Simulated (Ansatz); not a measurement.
Two isomers of H5N2O2V: A = `[NH2][V]([NH2])(=[O])[OH]`, B = `[NH]=[V]([NH2])([OH])[OH]`.

Program: Ansatz. Geometries: PBE0-D4/def2-TZVP. ΔE: electronic, gas phase. CCSD(T)/CBS adds triple-zeta CCSD(T) − MP2 to the extrapolated MP2 energy (def2 sets, frozen cores). DFT in def2-TZVPP. B3LYP here is the variant with VWN-RPA as its local correlation; programs differ in this. For V outer-core shells are correlated without core-valence functions, which leaves a few kJ/mol of doubt a bond. Scalar relativity is left out up to krypton. One conformer a species, not always the lowest.

(1) Which isomer does CCSD(T)/CBS put lower? Give the gap. (Estimate.)

(2) Give E(B) − E(A) in kcal/mol with CCSD/def2-TZVPP, PBE-D4, B2PLYP, MP2/def2-TZVPP, LDA (SPW92), B3LYP-D4, CCSD(T)/def2-SVP. (An estimate is asked.)

(3) Does the order hold for the free energy at 298.15 K (harmonic terms from PBE0-D4)? (Best estimate.)

Largest T1 diagnostic: 0.032.

Answers

(1) The calculation gave: A, by 12.7 kcal/mol.

(2) Computed: CCSD/def2-TZVPP 14.1, PBE-D4 16.5, B2PLYP 15.2, MP2/def2-TZVPP 11.5, LDA (SPW92) 15.3, B3LYP-D4 15.8, CCSD(T)/def2-SVP 14.7. None reverses the order clearly.

(3) Ansatz gave: Yes: G(B) − G(A) = +12.1 kcal/mol, for one conformer each.

From r2SCAN to r2SCAN0 (25 % exact exchange), in def2-TZVPP and without D4, E(B) − E(A) moves by −0.9 kcal/mol. In def2-TZVPP, CCSD(T) changes the Hartree–Fock value by −1.1 kcal/mol (the triples alone add −0.2 kcal/mol) and MP2 by −3.5 kcal/mol.
